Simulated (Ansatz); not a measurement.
Single points on BeCl₃⁻.

```yaml
crystal:
  periodic: [false, false, false]
  atoms:
    - {symbol: Be, position_ang: [0.000050, -0.000627, 0.000408]}
    - {symbol: Cl, position_ang: [1.818843, -0.082660, -0.641162]}
    - {symbol: Cl, position_ang: [-0.406523, 0.951115, 1.629782]}
    - {symbol: Cl, position_ang: [-1.412370, -0.867828, -0.989028]}
basis:
  gaussian: {orbitals: STO-3G}
total_charge: -1
hamiltonian: {xc: hf}
scf: {omitted_lower_state_checks: [starts]}
output: {orbitals: {seedname: orbitals}}
```

The file start.molden holds the orbitals of an earlier run on this structure, at another level or in another basis.

```sh
$ ansatz run in.yaml --threads 4 --pin off --events-out ev --progress --plain --max-ram 3916MiB
```

It prints (some lines left out):

```
Functional definition: HF
343 factors; integrals over basis functions are off by at most 3.3e-4 eV
mean field evaluation 1: about -37507.4566 eV, gradient 1.6e1 eV
mean field evaluation 2: about -37507.6757 eV, gradient 1.7e1 eV
mean field evaluation 4: about -37509.0929 eV, gradient 5.6e-1 eV
mean field evaluation 8: about -37509.1223 eV, gradient 6.6e-2 eV
mean field -37509.12232994 eV, -1378.4348210291 hartree, gradient 1.9e-5 eV, S^2 0.000000; 0 other end points of the search recorded, 0 dependent functions left out
reference -37509.12232994 eV, -1378.4348210291 hartree; 28, 28 occupied and 4, 4 virtual orbitals, 343 factors
Total energy: -37509.12232994 eV, -1378.4348210291 hartree
Checks for a lower state left out: starts
```

As the first input, with `gaussian: {orbitals: def2-TZVPD, initial_orbitals: start.molden}`, `hamiltonian: {xc: r2scan, dispersion: d4}`, `output: {forces: true, orbitals: {seedname: orbitals}}` (abridged; 2.8 s):

```
Functional definition: r2SCAN
mean field -37976.11156858 eV, -1395.5963590123 hartree, gradient 2.8e-5 eV, S^2 0.000000
Total energy: -37976.14015586 eV, -1395.5974095756 hartree
Atom 0 force     0.000482     0.003113    -0.002257 eV/Å
Atom 1 force     0.081268    -0.004749    -0.027948 eV/Å
Atom 2 force    -0.018216     0.041798     0.074103 eV/Å
Atom 3 force    -0.063534    -0.040161    -0.043898 eV/Å
Dipole moment:    -0.000057    -0.000337     0.000245 e Å
Checks for a lower state left out: starts
```

The first input with `gaussian: {orbitals: def2-TZVPD, initial_orbitals: start.molden}`, `hamiltonian: {xc: {name: r2SCANh}, dispersion: d4}` (abridged; 2.7 s):

```
Functional definition: r2SCANh
mean field -37976.02158652 eV, -1395.5930522326 hartree, gradient 2.6e-5 eV, S^2 0.000000
Total energy: -37976.05300043 eV, -1395.5942066725 hartree
Checks for a lower state left out: starts
```

The first input with `gaussian: {orbitals: def2-SVPD, initial_orbitals: start.molden}`, `hamiltonian: {xc: pbe0, dispersion: d4}` (abridged; 0.95 s):

```
Functional definition: PBE0
mean field -37952.87016769 eV, -1394.7422532831 hartree, gradient 1.7e-5 eV, S^2 0.000000
Total energy: -37952.97800866 eV, -1394.7462163657 hartree
Checks for a lower state left out: starts
```

The first input with `gaussian: {orbitals: def2-TZVPD, initial_orbitals: start.molden}`, `hamiltonian: {xc: {name: BHLYP}, dispersion: d4}` (abridged; 1.7 s):

```
Functional definition: BHLYP
mean field -37978.81816069 eV, -1395.6958244379 hartree, gradient 1.9e-5 eV, S^2 0.000000
Total energy: -37978.99123782 eV, -1395.7021849050 hartree
Checks for a lower state left out: starts
```

As the first input, with `gaussian: {orbitals: def2-TZVPD, initial_orbitals: start.molden}`, `hamiltonian: {xc: pbe0, dispersion: d4}` (abridged; 1.6 s):

```
Functional definition: PBE0
mean field -37965.72471374 eV, -1395.2146491374 hartree, gradient 1.8e-5 eV, S^2 0.000000
Total energy: -37965.83256876 eV, -1395.2186127365 hartree
Checks for a lower state left out: starts
```

The first input with `gaussian: {orbitals: def2-TZVPD, initial_orbitals: start.molden}`, `correlation: {method: mp2}` and without the key `hamiltonian` (abridged; 1.3 s):

```
Functional definition: HF
mean field -37918.28370970 eV, -1393.4712243957 hartree, gradient 3.4e-6 eV, S^2 0.000000
15 core orbitals not correlated: weight in the atoms' cores, before any rotation towards them, 1.000 or more for the frozen orbitals, at most 0.000 for the correlated occupied ones
second order -17.55137532 eV of doubles, -0.00000000 eV of singles
Total energy: -37935.83508502 eV, -1394.1162255420 hartree
Checks for a lower state left out: starts
```

Geometry: PBE0-D4/def2-TZVPD.

Correlated methods freeze 15 core orbitals. The structure comes from a short search, and lower isomers may exist.
